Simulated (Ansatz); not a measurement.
Computed with Ansatz on PBE0-D4/def2-TZVP structures; ΔE is electronic, products minus reactants. CCSD(T)/CBS is the MP2 limit (def2-TZVPP, def2-QZVPP) plus CCSD(T) − MP2 in def2-TZVPP, frozen cores. This one scheme is used for every species. Functionals use def2-TZVPP. B3LYP here is the variant with VWN-RPA as its local correlation; programs differ in this. def2 core potentials past Kr. For In outer-core shells are correlated without core-valence functions, which leaves a few kJ/mol of doubt a bond. Each species was taken in one conformer, which may not be the lowest.

`CC[O][InH][CH3]` + `N[SiH3]` → `[CH3][InH2]` + `CCO[SiH2]N`  (redistribution)

```json
{"level": "PBE-D4", "ΔE (kJ/mol)": "-59.3", "difference from CCSD(T)/CBS": "2.5"}
{"level": "ωB97X-V", "ΔE (kJ/mol)": "-70.7", "difference from CCSD(T)/CBS": "-8.9"}
{"level": "B2PLYP", "ΔE (kJ/mol)": "-67.4", "difference from CCSD(T)/CBS": "-5.6"}
{"level": "r2SCAN", "ΔE (kJ/mol)": "-67.2", "difference from CCSD(T)/CBS": "-5.4"}
{"level": "B3LYP", "ΔE (kJ/mol)": "-69.6", "difference from CCSD(T)/CBS": "-7.8"}
{"level": "HF/def2-TZVPP", "ΔE (kJ/mol)": "-88.9", "difference from CCSD(T)/CBS": "-27.1"}
{"level": "MP2/def2-QZVPP", "ΔE (kJ/mol)": "-62.6", "difference from CCSD(T)/CBS": "-0.8"}
{"level": "SCS-MP2/def2-QZVPP", "ΔE (kJ/mol)": "-64.1", "difference from CCSD(T)/CBS": "-2.3"}
{"level": "MP2/CBS(def2)", "ΔE (kJ/mol)": "-60.4", "difference from CCSD(T)/CBS": "1.4"}
{"level": "CCSD/CBS(def2)", "ΔE (kJ/mol)": "-66.4", "difference from CCSD(T)/CBS": "-4.6"}
{"level": "CCSD(T)/CBS", "ΔE (kJ/mol)": "-61.8", "difference from CCSD(T)/CBS": "0"}
```

Largest T1 diagnostic among the species: 0.015.

From PBE to PBE0 (25 % exact exchange), in def2-TZVPP and without D4, ΔE moves by −11.2 kJ/mol. In def2-TZVPP, CCSD(T) changes the Hartree–Fock value by +22.1 kJ/mol (the triples alone add +4.6 kJ/mol) and MP2 by +23.5 kJ/mol.
